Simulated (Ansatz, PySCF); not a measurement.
C$_{4}$H$_{10}$Mg (SMILES C[CH2][Mg][CH2]C), singlet, at a GFN2-xTB geometry (such geometries of metal compounds can be far from the true shape). Base run: CASSCF(4,4)/STO-3G in PySCF.

Here is a job for PySCF.
```python
from pyscf import gto, scf, mcscf
import numpy

mol = gto.Mole()
mol.atom = '''
    Mg    0.800972   -0.459429   -0.341867
    C    -0.517399   -0.538120    1.345530
    C    -0.086310   -1.501518    2.447624
    H    -1.515949   -0.828396    0.990532
    H    -0.616978    0.468929    1.771717
    H     0.885966   -1.218848    2.856578
    H    -0.018624   -2.523992    2.069886
    H    -0.803577   -1.504335    3.277370
    C     0.333296    0.813492   -1.998128
    C    -0.687290    1.787759   -1.427743
    H    -0.123694    0.262545   -2.828726
    H     1.179743    1.375528   -2.406519
    H    -0.241827    2.392789   -0.632336
    H    -1.541050    1.247207   -1.008370
    H    -1.069452    2.472051   -2.191423
'''
mol.basis = 'sto-3g'
mol.charge = 0
mol.spin = 0
mol.verbose = 4
mol.build()

mf = scf.RHF(mol)
mf.kernel()
mc = mcscf.CASSCF(mf, 4, 4)
mc.fix_spin_(ss=0.0)
mc.kernel()
occ = numpy.linalg.eigvalsh(mc.fcisolver.make_rdm1(mc.ci, mc.ncas, mc.nelecas))[::-1]
ss = mc.fcisolver.spin_square(mc.ci, mc.ncas, mc.nelecas)[0]
print('natural occupations', occ.round(4), ' <S^2>', round(ss, 4))
```

Programs used: Ansatz (a quantum-chemistry and plane-wave program), PySCF; a row that names a program was run with it.

Each row names what was changed in the base input (with any setting that the change needs).

```
change                                                ΔE vs base (kcal/mol)                      natural occupations  <S^2> of the state
----------------------------------------------------  ---------------------  ---------------------------------------  ------------------
base                                                                  0.000                      1.97 1.97 0.04 0.02                0.00
fix_spin_ = off                                                       0.000                      1.97 1.97 0.04 0.02                0.00
orbitals = fixed (CASCI)                                              15.33                      2.00 1.99 0.01 0.00                0.00
orbitals = fixed (CASCI); correction = SC-NEVPT2                     -136.8                      2.00 1.99 0.01 0.00                0.00
code = ansatz; correction = SC-NEVPT2, all electrons                 -140.1                                        -                   -
correction = SC-NEVPT2                                               -140.1                      1.97 1.97 0.04 0.02                0.00
start = MP2 natural orbitals                                          0.000                      1.97 1.97 0.04 0.02                0.00
code = ansatz                                                         0.011                                        -                   -
state_average = 2 states                                               9.12                                        -                   -
active space = 6 electrons, 8 orbitals                               -13.58  1.98 1.97 1.96 0.05 0.02 0.02 0.00 0.00                0.00
solver = newton                                                       0.000                      1.97 1.97 0.04 0.02                0.00
```

Active orbitals are taken around the Fermi level unless the row says otherwise; CASSCF can end in different local minima, and two programs can end on different orbitals. State-averaged rows give the lowest state.
